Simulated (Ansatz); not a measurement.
Ansatz (a first-principles code) input for C₄H₉O₂, SMILES CO[CH]C(C)O, multiplicity 2, PBE-D3(BJ)/def2-SVP. 

Ansatz 0.2 input:
```yaml
crystal:
  periodic: [false, false, false]
  atoms:
    - {symbol: C, position_ang: [2.56175406, -0.71766978, 0.02780813]}
    - {symbol: O, position_ang: [1.39243608, -0.12958323, -0.46975708]}
    - {symbol: C, position_ang: [0.24985365, -0.46928577, 0.15523238]}
    - {symbol: C, position_ang: [-0.95941546, 0.28238905, -0.26346119]}
    - {symbol: C, position_ang: [-2.22900191, -0.48668590, 0.07112483]}
    - {symbol: O, position_ang: [-0.95114169, 1.55162285, 0.37609387]}
    - {symbol: H, position_ang: [2.52588061, -1.81870314, -0.05394493]}
    - {symbol: H, position_ang: [2.72844534, -0.44775015, 1.08654531]}
    - {symbol: H, position_ang: [3.40245053, -0.34230443, -0.57014701]}
    - {symbol: H, position_ang: [0.33149136, -0.85154619, 1.18262857]}
    - {symbol: H, position_ang: [-0.88390049, 0.41302815, -1.36246159]}
    - {symbol: H, position_ang: [-3.12216137, 0.08192099, -0.23381290]}
    - {symbol: H, position_ang: [-2.29376294, -0.65543764, 1.15732303]}
    - {symbol: H, position_ang: [-2.25616573, -1.46077081, -0.43928652]}
    - {symbol: H, position_ang: [-1.70177465, 2.05276048, 0.03823660]}
basis:
  gaussian:
    orbitals: def2-SVP
hamiltonian:
  xc: pbe
  dispersion: d3bj
magnetization: {spin_polarized: true, initial_magnetization: 1}
relax: {f_tol: 0.002, max_steps: 200}
```

It prints:

```
WARN ansatz: RAYON_NUM_THREADS=2 ignored (pool sized by the plan → 2); use --threads N
Functional definition: PBE
integrals: 0.07 GiB planned
1440 factors; their error is unknown
mean field: 0.51 GiB planned
mean field evaluation 1: about -8358.6171 eV, gradient 5.0e1 eV
mean field evaluation 2: about -8344.3484 eV, gradient 7.4e1 eV
mean field evaluation 4: about -8370.2432 eV, gradient 5.0e0 eV
mean field evaluation 8: about -8370.3405 eV, gradient 1.7e-1 eV
mean field evaluation 16: about -8370.2746 eV, gradient 2.3e-4 eV
mean field -8370.27458467 eV, -307.6019174107 hartree, gradient 3.1e-5 eV, S^2 0.752311; 0 other end points of the search recorded, 0 dependent functions left out
the calculation of the forces begins
reference -8370.27461996 eV, -307.6019187078 hartree; 25, 24 occupied and 104, 105 virtual orbitals, 1440 factors
relax step   1: F+E_penalty+E_count = -8370.54681356 eV  Δ(F+E_penalty+E_count) = +0.000e0 eV  max|allowed force component| = 5.103e-1 eV/Å  Δτ_max = 0.0000 Å  (32 SCF iters, accepted)
these checks for a lower state are left out or cut short: starts, cluster_reference, orbital_swaps, neighbouring_geometries, increment
integrals: 0.07 GiB planned
1440 factors; their error is unknown
mean field: 0.51 GiB planned
mean field -8370.30178528 eV, -307.6029170149 hartree, gradient 2.1e-5 eV, S^2 0.752362; 0 other end points of the search recorded, 0 dependent functions left out
the calculation of the forces begins
reference -8370.30182079 eV, -307.6029183199 hartree; 25, 24 occupied and 104, 105 virtual orbitals, 1440 factors
relax step   2: F+E_penalty+E_count = -8370.57272635 eV  Δ(F+E_penalty+E_count) = -2.591e-2 eV  max|allowed force component| = 2.066e-1 eV/Å  Δτ_max = 0.0208 Å  (33 SCF iters, accepted)
these checks for a lower state are left out or cut short: starts, cluster_reference, orbital_swaps, neighbouring_geometries, increment
integrals: 0.07 GiB planned
1440 factors; their error is unknown
mean field: 0.51 GiB planned
mean field evaluation 32: about -8370.3063 eV, gradient 1.2e-3 eV
mean field -8370.30634737 eV, -307.6030846685 hartree, gradient 2.0e-5 eV, S^2 0.752389; 0 other end points of the search recorded, 0 dependent functions left out
the calculation of the forces begins
reference -8370.30638297 eV, -307.6030859768 hartree; 25, 24 occupied and 104, 105 virtual orbitals, 1440 factors
relax step   3: F+E_penalty+E_count = -8370.57673862 eV  Δ(F+E_penalty+E_count) = -4.012e-3 eV  max|allowed force component| = 6.827e-2 eV/Å  Δτ_max = 0.0131 Å  (34 SCF iters, accepted)
these checks for a lower state are left out or cut short: starts, cluster_reference, orbital_swaps, neighbouring_geometries, increment
integrals: 0.07 GiB planned
1440 factors; their error is unknown
mean field: 0.51 GiB planned
mean field -8370.30659428 eV, -307.6030937423 hartree, gradient 2.5e-5 eV, S^2 0.752390; 0 other end points of the search recorded, 0 dependent functions left out
the calculation of the forces begins
reference -8370.30662989 eV, -307.6030950507 hartree; 25, 24 occupied and 104, 105 virtual orbitals, 1440 factors
relax step   4: F+E_penalty+E_count = -8370.57699270 eV  Δ(F+E_penalty+E_count) = -2.541e-4 eV  max|allowed force component| = 2.651e-2 eV/Å  Δτ_max = 0.0039 Å  (26 SCF iters, accepted)
these checks for a lower state are left out or cut short: starts, cluster_reference, orbital_swaps, neighbouring_geometries, increment
integrals: 0.07 GiB planned
1440 factors; their error is unknown
mean field: 0.51 GiB planned
mean field -8370.30659755 eV, -307.6030938624 hartree, gradient 1.7e-5 eV, S^2 0.752391; 0 other end points of the search recorded, 0 dependent functions left out
the calculation of the forces begins
reference -8370.30663314 eV, -307.6030951704 hartree; 25, 24 occupied and 104, 105 virtual orbitals, 1440 factors
relax step   5: F+E_penalty+E_count = -8370.57705535 eV  Δ(F+E_penalty+E_count) = -6.265e-5 eV  max|allowed force component| = 5.916e-3 eV/Å  Δτ_max = 0.0051 Å  (26 SCF iters, accepted)
these checks for a lower state are left out or cut short: starts, cluster_reference, orbital_swaps, neighbouring_geometries, increment
integrals: 0.07 GiB planned
1440 factors; their error is unknown
mean field: 0.51 GiB planned
mean field -8370.30659362 eV, -307.6030937178 hartree, gradient 1.9e-5 eV, S^2 0.752391; 0 other end points of the search recorded, 0 dependent functions left out
the calculation of the forces begins
reference -8370.30662920 eV, -307.6030950256 hartree; 25, 24 occupied and 104, 105 virtual orbitals, 1440 factors
relax step   6: F+E_penalty+E_count = -8370.57706077 eV  Δ(F+E_penalty+E_count) = -5.421e-6 eV  max|allowed force component| = 3.988e-3 eV/Å  Δτ_max = 0.0014 Å  (26 SCF iters, accepted)
these checks for a lower state are left out or cut short: starts, cluster_reference, orbital_swaps, neighbouring_geometries, increment
integrals: 0.07 GiB planned
1440 factors; their error is unknown
mean field: 0.51 GiB planned
mean field -8370.30659651 eV, -307.6030938240 hartree, gradient 1.5e-5 eV, S^2 0.752391; 0 other end points of the search recorded, 0 dependent functions left out
the calculation of the forces begins
reference -8370.30663209 eV, -307.6030951317 hartree; 25, 24 occupied and 104, 105 virtual orbitals, 1440 factors
relax step   7: F+E_penalty+E_count = -8370.57706393 eV  Δ(F+E_penalty+E_count) = -3.157e-6 eV  max|allowed force component| = 1.900e-3 eV/Å  Δτ_max = 0.0017 Å  (25 SCF iters, accepted)
these checks for a lower state are left out or cut short: starts, cluster_reference, orbital_swaps, neighbouring_geometries, increment
integrals: 0.07 GiB planned
1440 factors; their error is unknown
mean field: 0.51 GiB planned
mean field evaluation 64: about -8370.3066 eV, gradient 1.2e-5 eV
mean field -8370.30659912 eV, -307.6030939199 hartree, gradient 1.2e-5 eV, S^2 0.752392; 0 other end points of the search recorded, 0 dependent functions left out
the calculation of the forces begins
reference -8370.30663470 eV, -307.6030952275 hartree; 25, 24 occupied and 104, 105 virtual orbitals, 1440 factors
relax step   8: F+E_penalty+E_count = -8370.57706734 eV  Δ(F+E_penalty+E_count) = -3.416e-6 eV  max|allowed force component| = 1.608e-3 eV/Å  Δτ_max = 0.0037 Å  (27 SCF iters, accepted)
integrals: 0.07 GiB planned
1440 factors; their error is unknown
mean field: 0.51 GiB planned
mean field -8370.30659912 eV, -307.6030939199 hartree, gradient 1.2e-5 eV, S^2 0.752392; 1 other end points of the search recorded, 0 dependent functions left out
the calculation of the forces begins
reference -8370.30663470 eV, -307.6030952275 hartree; 25, 24 occupied and 104, 105 virtual orbitals, 1440 factors
Total energy: -8370.57710292 eV, -307.6130347515 hartree
Atom 0 at     2.581396    -0.726206     0.028286 Å, force     0.001608    -0.001038     0.000833 eV/Å
Atom 1 at     1.405627    -0.124113    -0.478720 Å, force    -0.000142     0.001140    -0.001517 eV/Å
Atom 2 at     0.252404    -0.457783     0.156991 Å, force    -0.000359    -0.000989     0.000752 eV/Å
Atom 3 at    -0.962159     0.291222    -0.265760 Å, force     0.000132    -0.000114     0.000038 eV/Å
Atom 4 at    -2.237186    -0.488869     0.070200 Å, force    -0.000986    -0.000322    -0.000342 eV/Å
Atom 5 at    -0.963196     1.578212     0.382811 Å, force     0.000409     0.000361     0.000014 eV/Å
Atom 6 at     2.532842    -1.836738    -0.043518 Å, force    -0.000179     0.000207    -0.000038 eV/Å
Atom 7 at     2.753002    -0.448025     1.093729 Å, force    -0.000202     0.000128    -0.000150 eV/Å
Atom 8 at     3.429668    -0.360270    -0.580127 Å, force    -0.000185     0.000115    -0.000104 eV/Å
Atom 9 at     0.334545    -0.860993     1.185014 Å, force     0.000046     0.000364     0.000375 eV/Å
Atom 10 at    -0.886931     0.424153    -1.374489 Å, force     0.000016    -0.000210     0.000171 eV/Å
Atom 11 at    -3.139638     0.079595    -0.237435 Å, force    -0.000082     0.000091    -0.000090 eV/Å
Atom 12 at    -2.302261    -0.657591     1.164612 Å, force     0.000240     0.000034    -0.000115 eV/Å
Atom 13 at    -2.261854    -1.471304    -0.442519 Å, force    -0.000060    -0.000109    -0.000140 eV/Å
Atom 14 at    -1.741272     2.060695     0.043046 Å, force    -0.000257     0.000341     0.000313 eV/Å
Dipole moment:    -0.004170    -0.177023    -0.026889 e Å
```

The run converged.

Cost: roughly 50 core-seconds.
